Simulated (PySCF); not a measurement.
Si(CCH)(Cl)(Me)2 (C4H7ClSi), SMILES C#C[Si](C)(C)Cl.

Geometry: B3LYP-D3(BJ)/def2-SVP.

These are CAM-B3LYP/def2-TZVP (PySCF) values and carry that method's errors.

Computed frontier levels, gap, dipole moment and polarisability:
highest occupied level: -9.55 eV
lowest empty level: 0.82 eV
orbital gap: 10.38 eV
dipole moment: 2.13 D
quadrupole, principal values (traceless, Buckingham form, about the centre of nuclear charge): -5.75, -1.93, 7.68 D·Å
mean static polarisability: 80.3 bohr³ (11.90 Å³)
polarisability, principal values: 70.7, 74.8, 95.6 bohr³
